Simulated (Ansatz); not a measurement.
The cluster Al₄H₅⁺: single points at one geometry.

```yaml
crystal:
  periodic: [false, false, false]
  atoms:
    - {symbol: Al, position_ang: [-2.548619, -0.602865, -0.802864]}
    - {symbol: Al, position_ang: [0.433738, -1.195758, 0.378143]}
    - {symbol: Al, position_ang: [-0.295280, 1.260266, -0.352199]}
    - {symbol: Al, position_ang: [2.046352, 0.798845, 0.596954]}
    - {symbol: H, position_ang: [3.414240, 1.468908, 0.979474]}
    - {symbol: H, position_ang: [-1.861036, 1.290546, -0.922815]}
    - {symbol: H, position_ang: [-0.848567, -0.005593, 0.841274]}
    - {symbol: H, position_ang: [-0.213997, -2.635913, 0.415955]}
    - {symbol: H, position_ang: [-0.126840, -0.378436, -1.133922]}
basis:
  gaussian: {orbitals: def2-SVP, initial_orbitals: start.molden}
total_charge: 1
hamiltonian: {xc: pbe, dispersion: d4}
scf: {omitted_lower_state_checks: [starts]}
output: {orbitals: {seedname: orbitals}}
```

The file start.molden holds the orbitals of an earlier run on this structure, at another level or in another basis.

```sh
$ ansatz run in.yaml --threads 4 --pin off --events-out ev --progress --plain --max-ram 4787MiB
```

Output, abridged:

```
Functional definition: PBE
1062 factors; their error is unknown
mean field evaluation 1: about -26437.6364 eV, gradient 6.4e0 eV
mean field evaluation 2: about -26437.7388 eV, gradient 1.0e-1 eV
mean field evaluation 4: about -26437.6737 eV, gradient 1.6e-4 eV
mean field -26437.67374377 eV, -971.5665899845 hartree, gradient 2.3e-5 eV, S^2 0.000000; 0 other end points of the search recorded, 0 dependent functions left out
reference -26437.67379278 eV, -971.5665917858 hartree; 28, 28 occupied and 69, 69 virtual orbitals, 1062 factors
Total energy: -26437.93360462 eV, -971.5761396948 hartree
Checks for a lower state left out: starts
```

Hardware: 4 threads of Arm Neoverse V1 on a shared host. Wall time 0.9 s.

The first input with `gaussian: {orbitals: def2-TZVP, initial_orbitals: start.molden}`, `hamiltonian: {xc: {name: B3LYP}, dispersion: d4}` (abridged; 2.5 s):

```
Functional definition: B3LYP
mean field -26464.56912230 eV, -972.5549769152 hartree, gradient 1.4e-5 eV, S^2 0.000000
Total energy: -26464.99971805 eV, -972.5708010174 hartree
Checks for a lower state left out: starts
```

As the first input, with `gaussian: {orbitals: def2-TZVPP, initial_orbitals: start.molden}`, `correlation: {method: ccsd_t}` and without the key `hamiltonian` (abridged; 33 s):

```
Functional definition: HF
mean field evaluation 16: about -26385.1840 eV, gradient 1.4e1 eV
mean field -26404.05556929 eV, -970.3311448598 hartree, gradient 1.4e-6 eV, S^2 0.000000
20 core orbitals not correlated: weight in the atoms' cores, before any rotation towards them, 1.000 or more for the frozen orbitals, at most 0.000 for the correlated occupied ones
second order -8.22159748 eV of doubles, -0.00000000 eV of singles
cycle   1  -9.31907327 eV  change    -1.1e0 eV  update   1.1e-1
cycle   2  -9.77740742 eV  change   -4.6e-1 eV  update   3.8e-2
cycle   3  -9.83310737 eV  change   -5.6e-2 eV  update   1.5e-2
cycle   4  -9.82979559 eV  change    3.3e-3 eV  update   5.0e-3
cycle   5  -9.82775662 eV  change    2.0e-3 eV  update   1.9e-3
cycle   6  -9.82740355 eV  change    3.5e-4 eV  update   8.2e-4
cycle   7  -9.82745727 eV  change   -5.4e-5 eV  update   3.3e-4
cycle   8  -9.82755349 eV  change   -9.6e-5 eV  update   1.4e-4
cycle   9  -9.82756487 eV  change   -1.1e-5 eV  update   5.0e-5
cycle  10  -9.82754283 eV  change    2.2e-5 eV  update   2.2e-5
cycle  11  -9.82753302 eV  change    9.8e-6 eV  update   1.0e-5
perturbative correction -0.42125961 eV, -0.0154810053 hartree
Total energy: -26414.30436193 eV, -970.7077810424 hartree
Checks for a lower state left out: starts
```

As the first input, with `hamiltonian: {xc: pbe0, dispersion: d4}` (abridged; 1.1 s):

```
Functional definition: PBE0
mean field -26440.27512422 eV, -971.6621889528 hartree, gradient 9.3e-6 eV, S^2 0.000000
Total energy: -26440.49802422 eV, -971.6703803768 hartree
Checks for a lower state left out: starts
```

As the first input, with `gaussian: {orbitals: def2-TZVP, initial_orbitals: start.molden}`, `correlation: {method: mp2}` and without the key `hamiltonian` (abridged; 1.5 s):

```
Functional definition: HF
mean field -26404.02342172 eV, -970.3299634583 hartree, gradient 8.9e-7 eV, S^2 0.000000
20 core orbitals not correlated: weight in the atoms' cores, before any rotation towards them, 1.000 or more for the frozen orbitals, at most 0.000 for the correlated occupied ones
second order -7.73116191 eV of doubles, -0.00000000 eV of singles
Total energy: -26411.75458363 eV, -970.6140784181 hartree
Checks for a lower state left out: starts
```

The first input with `gaussian: {orbitals: def2-TZVP, initial_orbitals: start.molden}`, `hamiltonian: {xc: {name: BLYP}, dispersion: d4}` (abridged; 2.1 s):

```
Functional definition: BLYP
mean field -26462.30331558 eV, -972.4717100542 hartree, gradient 1.4e-5 eV, S^2 0.000000
Total energy: -26462.84893619 eV, -972.4917612416 hartree
Checks for a lower state left out: starts
```

First input, but with `gaussian: {orbitals: def2-TZVP, initial_orbitals: start.molden}`, `output: {forces: true, orbitals: {seedname: orbitals}}` (abridged; 2.1 s):

```
Functional definition: PBE
mean field -26447.18579076 eV, -971.9161512639 hartree, gradient 6.9e-6 eV, S^2 0.000000
Total energy: -26447.44565302 eV, -971.9257010260 hartree
Atom 0 force     0.225265     0.024453     0.074231 eV/Å
Atom 1 force    -0.003422     0.056305    -0.008067 eV/Å
Atom 2 force     0.109691     0.040020     0.034722 eV/Å
Atom 3 force    -0.110944    -0.025867    -0.037092 eV/Å
Atom 4 force     0.143578     0.057920     0.041720 eV/Å
Atom 5 force    -0.183303    -0.019505    -0.062702 eV/Å
Atom 6 force    -0.073630     0.019220     0.069947 eV/Å
Atom 7 force    -0.094535    -0.140032    -0.007662 eV/Å
Atom 8 force    -0.012699    -0.012513    -0.105096 eV/Å
Dipole moment:    -0.264506     0.106955    -0.115725 e Å
Checks for a lower state left out: starts
```

Geometry: B3LYP-D4/def2-SVP.

B3LYP takes the VWN-RPA correlation. Correlated methods freeze 20 core orbitals. Another isomer (singlet) lies 0.18 eV lower at PBE0-D4/def2-TZVP; other spin states weren't run for this one.
